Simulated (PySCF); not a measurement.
**Field gradients at the hydrogen positions**

Indan, C9H10.
Atom-mapped SMILES: `[cH:1]1[cH:2][cH:3][c:4]2[c:5]([cH:6]1)[CH2:7][CH2:8][CH2:9]2` (hydrogens: H10 on C1; H11 on C2; H12 on C3; H13 on C6; H14, H15 on C7; H16, H17 on C8; H18, H19 on C9)

Cartesian coordinates in Å at the PBE0-D3(BJ)/def2-SVP level; atoms count from 1:
```
atom  x, y, z in Å
C1     2.456    0.498   -0.164
C2     2.320   -0.854   -0.488
C3     1.066   -1.467   -0.452
C4    -0.048   -0.712   -0.094
C5     0.088    0.644    0.231
C6     1.340    1.253    0.199
C7    -1.249    1.227    0.606
C8    -2.247    0.200    0.046
C9    -1.487   -1.137    0.039
H10    3.442    0.967   -0.201
H11    3.200   -1.434   -0.776
H12    0.962   -2.525   -0.708
H13    1.449    2.312    0.450
H14   -1.329    1.302    1.706
H15   -1.405    2.242    0.209
H16   -3.188    0.158    0.614
H17   -2.503    0.474   -0.990
H18   -1.630   -1.681    0.991
H19   -1.814   -1.816   -0.763
```

Level: PBE0/pcSseg-1 (PySCF, non-relativistic); Q(2H) = 0.00286 b; rigid geometry, the same for H and D, with no vibrational averaging.

**Question.** Rank these positions by the coupling χzz of a deuteron there, largest first.
A. H18 (methylene hydrogen)
B. H11 (aromatic hydrogen)
C. H19 (methylene hydrogen)

**Answer.** B (205 kHz), C (195 kHz), A (190 kHz).

**Question.** Give the electric field gradient Vzz (the principal value of largest size), its asymmetry and the 2H coupling at each hydrogen.

**Answer.** 
```json
{"atom": "H10", "bonded to": "C1", "bond length (Å)": "1.093", "Vzz (au)": "0.3049", "η": "0.07", "χzz (kHz)": "205"}
{"atom": "H11", "bonded to": "C2", "bond length (Å)": "1.093", "Vzz (au)": "0.3049", "η": "0.07", "χzz (kHz)": "205"}
{"atom": "H12", "bonded to": "C3", "bond length (Å)": "1.093", "Vzz (au)": "0.3038", "η": "0.07", "χzz (kHz)": "204"}
{"atom": "H13", "bonded to": "C6", "bond length (Å)": "1.093", "Vzz (au)": "0.3038", "η": "0.07", "χzz (kHz)": "204"}
{"atom": "H14", "bonded to": "C7", "bond length (Å)": "1.106", "Vzz (au)": "0.2824", "η": "0.01", "χzz (kHz)": "190"}
{"atom": "H15", "bonded to": "C7", "bond length (Å)": "1.101", "Vzz (au)": "0.2903", "η": "0.02", "χzz (kHz)": "195"}
{"atom": "H16", "bonded to": "C8", "bond length (Å)": "1.100", "Vzz (au)": "0.2925", "η": "0.01", "χzz (kHz)": "197"}
{"atom": "H17", "bonded to": "C8", "bond length (Å)": "1.102", "Vzz (au)": "0.2861", "η": "0.02", "χzz (kHz)": "192"}
{"atom": "H18", "bonded to": "C9", "bond length (Å)": "1.106", "Vzz (au)": "0.2824", "η": "0.01", "χzz (kHz)": "190"}
{"atom": "H19", "bonded to": "C9", "bond length (Å)": "1.101", "Vzz (au)": "0.2903", "η": "0.02", "χzz (kHz)": "195"}
```

**Question.** How does χzz go with the bond length over the 10 C–H bonds?

**Answer.** A straight-line fit has a slope of -12.1 kHz for each 0.01 Å, with a correlation coefficient of -1.00, over lengths from 1.093 to 1.106 Å. The longer bonds have the smaller couplings here.

**Question.** A static deuteron (I = 1) shows a doublet split by (3/2)χ, (3/4)χ(1 + η) and (3/4)χ(1 − η) with the field along z, y and x of the gradient. What are these for H17?

**Answer.** With |χ| = 192.3 kHz and η = 0.017: 288, 147 and 142 kHz, to first order and without motion.

One conformer (not necessarily the lowest) at the PBE0-D3(BJ)/def2-SVP geometry, without solvent, vibrations or thermal averaging. With a basis this small, the couplings can be 20 % off.

The run behind these numbers computed NMR shieldings as well. Time: 32 s. Hardware: an Arm Neoverse V1 with one thread, shared host.
